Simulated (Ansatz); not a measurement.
Cost and result for the atomization energy of C2H8OSSn, SMILES `C[O][SnH]([CH3])[SH]` (13 atoms, 12 bonds).

Z-matrix (Å, degrees):
```
C
O 1 1.402
H 1 1.100 2 113.0
H 1 1.095 2 108.5 3 -119.1
H 1 1.100 2 112.4 3 122.1
Sn 2 1.970 1 119.6 3 -46.4
S 6 2.392 2 105.6 1 150.1
C 6 2.126 2 109.3 1 -94.4
H 6 1.714 2 104.9 1 31.5
H 7 1.343 6 93.5 2 -65.4
H 8 1.090 6 109.6 2 63.6
H 8 1.090 6 108.7 2 -55.9
H 8 1.090 6 110.1 2 -175.9
```

Total charge 0; spin multiplicity 1. Correlated methods include outer-core shells of Sn, which these sets cover unevenly. Sn: def2 effective core potential. All single points use the PBE0-D4/def2-TZVP geometry. It is one conformer, not always the lowest. Program: Ansatz. All runs use 2 threads of an AMD EPYC 7R13 on a shared host and a share of an NVIDIA H100 80 GB. Times are those of one run each, without the atoms' runs, and a repeat can differ threefold. Electronic energies, without spin–orbit coupling; frozen cores. CCSD(T)/CBS adds CCSD(T) − MP2 in def2-TZVPP to the MP2 limit, and its time is that of the two runs behind it. T1 = 0.012. With those shells the extrapolation isn't a true limit. B3LYP takes the VWN-RPA correlation (the form of Gaussian; ORCA's B3LYP/G).

CCSD(T)/CBS is a level of theory with its own doubt, some kJ/mol a heavy atom from the limit and from the frozen cores, so smaller differences don't rank the functionals.

| level | functions | wall time |
| --- | --- | --- |
| PBE0-D4/def2-TZVPP | 297 | 1.8 s |
| B3LYP-D4/def2-TZVPP (with forces) | 297 | 2.1 s |
| PBE-D4/def2-TZVPP (with forces) | 297 | 2.3 s |
| r2SCAN-D4/def2-TZVPP (with forces) | 297 | 2.6 s |
| B2PLYP/def2-TZVPP | 297 | 2.7 s |
| ωB97X-V/def2-TZVPP | 297 | 2.8 s |
| ωB97M-V/def2-TZVPP (with forces) | 297 | 3.5 s |
| MP2/def2-QZVPP | 563 | 3.7 s |
| CCSD(T)/def2-TZVPP | 297 | 4.8 s |
| CCSD(T)/CBS(def2) | – | 8.5 s |

What atomization energy does each give, and how far from CCSD(T)/CBS? (An estimate is asked.)

Ansatz gave: 
| level | atomization (kcal/mol) | difference from CCSD(T)/CBS | per bond |
| --- | --- | --- | --- |
| PBE0-D4/def2-TZVPP | 1047.3 | -9.9 | -0.8 |
| B3LYP-D4/def2-TZVPP (with forces) | 1047.1 | -10.1 | -0.8 |
| PBE-D4/def2-TZVPP (with forces) | 1064.3 | 7.1 | 0.6 |
| r2SCAN-D4/def2-TZVPP (with forces) | 1051.7 | -5.5 | -0.5 |
| B2PLYP/def2-TZVPP | 1035.5 | -21.7 | -1.8 |
| ωB97X-V/def2-TZVPP | 1055.7 | -1.5 | -0.1 |
| ωB97M-V/def2-TZVPP (with forces) | 1052.6 | -4.6 | -0.4 |
| MP2/def2-QZVPP | 1051.6 | -5.6 | -0.5 |
| CCSD(T)/def2-TZVPP | 1027.3 | -29.9 | -2.5 |
| CCSD(T)/CBS(def2) | 1057.2 | 0.0 | 0.0 |

From PBE to PBE0 (25 % exact exchange), in def2-TZVPP and without D4, the atomization energy moves by −16.0 kcal/mol: exact exchange takes away binding that semilocal exchange gives to molecules. In def2-TZVPP, CCSD(T) changes the Hartree–Fock value by +274.4 kcal/mol (the triples alone add +16.0 kcal/mol) and MP2 by +280.9 kcal/mol; breaking electron pairs costs correlation energy, which Hartree–Fock lacks. The D4 term adds +10.7 kcal/mol with B3LYP and +5.7 kcal/mol with PBE0; it sums over pairs of atoms, weighted by their polarisabilities, and B3LYP, whose exchange is more repulsive, gets the larger term.

Spin–orbit coupling would lower the free Sn atoms strongly, and the atomization energy with them, by more than many differences here. For some Ge, Se and Sn compounds the MP2-based and the directly extrapolated limit differ by 10 to 25 kJ/mol.
